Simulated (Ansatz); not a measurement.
A geometry relaxed with B3LYP-D3(BJ)/def2-TZVP (Ansatz, a program for electronic structure), charge 0, multiplicity 1:

```xyz
8

H     -2.6096     0.2873     1.4748
C     -2.1512     0.1657     0.5011
H      3.5021     0.2757    -0.0787
C      0.3942    -0.1561     0.2619
N      2.8556    -0.5024     0.0318
H     -2.7954     0.1810    -0.3694
C      1.6630    -0.2559     0.1388
C     -0.8588     0.0047     0.3798
```

**Question.** Write the SMILES of this molecule.

**Answer.** `C=C=C=C=N`
